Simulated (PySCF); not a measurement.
**K³⁺ (potassium, charge +3) across methods**

[Ne] 3s2 3p4, high-spin 3P determinant. Calculation: PySCF 2.14, in an even-tempered Gaussian basis (22 s from 0.028 bohr⁻², ratio 2.5; 14 p from 0.036 bohr⁻², ratio 2.5; 6 d from 1.2 bohr⁻², ratio 2.7; 5 f from 1.8 bohr⁻², ratio 2.7); the spin-free X2C one-electron Hamiltonian (Gaussian nucleus). The B2PLYP total includes its PT2 part (frozen core); its orbital energies are those of the SCF part.

```csv
method,E (hartree),mean ε 3s β (eV),mean ε 3p α (eV),mean ε 3p β (eV),Σ⟨r²⟩ (bohr²),⟨S²⟩
PBE0,-599.064,-72.795,-58.279,-55.396,12.35,2.003
UHF,-598.56396,-78.474,-64.084,-60.462,12.41,2.006
PBE,-599.025,-70.384,-55.989,-53.291,12.36,2.002
LDA,-597.468,-70.566,-55.944,-53.216,12.38,2.001
B2PLYP,-599.201,-75.028,-60.376,-57.306,12.39,2.004
r2SCAN,-599.194,-70.702,-56.791,-53.778,12.34,2.004
```

Question: Estimate the same row for TPSSh.

Answer: E (hartree) = -599.247; mean ε 3s β (eV) = -71.616; mean ε 3p α (eV) = -57.151; mean ε 3p β (eV) = -54.423; Σ⟨r²⟩ (bohr²) = 12.34; ⟨S²⟩ = 2.003.
